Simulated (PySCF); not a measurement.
CH2ClF3Si, SMILES FC(F)(F)[SiH2]Cl.

The structure is a stationary point at PBE0-D3(BJ)/def2-SVP.

These are TDA-PBE/def2-SVPD run with PySCF values and carry that method's errors.

Vertical excitations. Gas-phase values at a fixed geometry. State labels are in the subgroup Cs.

Computed lowest excited states:
| state | symmetry | energy (eV) | λ (nm) | f | main pairs |
|---|---|---|---|---|---|
| S1 | A' | 6.65 | 186 | 0.004 | HOMO→LUMO 99 % |
| S2 | A" | 6.85 | 181 | 0.009 | HOMO−1→LUMO 99 % |
| S3 | A' | 7.58 | 164 | 0.011 | HOMO→LUMO+1 81 %, HOMO→LUMO+2 16 % |
| S4 | A" | 7.69 | 161 | 0.001 | HOMO−1→LUMO+1 92 % |
| S5 | A' | 7.80 | 159 | 0.010 | HOMO−2→LUMO 92 % |
| S6 | A" | 8.00 | 155 | 0.000 | HOMO−1→LUMO+2 57 %, HOMO→LUMO+3 39 % |
| S7 | A' | 8.03 | 154 | 0.048 | HOMO→LUMO+2 71 %, HOMO→LUMO+1 12 % |
| S8 | A" | 8.04 | 154 | 0.017 | HOMO→LUMO+3 48 %, HOMO−1→LUMO+2 42 % |
| S9 | A' | 8.21 | 151 | 0.033 | HOMO−1→LUMO+3 83 % |
| S10 | A" | 8.50 | 146 | 0.003 | HOMO−3→LUMO 97 % |
| T1 | A' | 6.28 | 197 | 0 | HOMO→LUMO 100 % |
| T2 | A" | 6.47 | 192 | 0 | HOMO−1→LUMO 99 % |
| T3 | A' | 7.17 | 173 | 0 | HOMO→LUMO+1 95 % |
| T4 | A' | 7.33 | 169 | 0 | HOMO−2→LUMO 96 % |
Triplets are in the Tamm–Dancoff approximation.
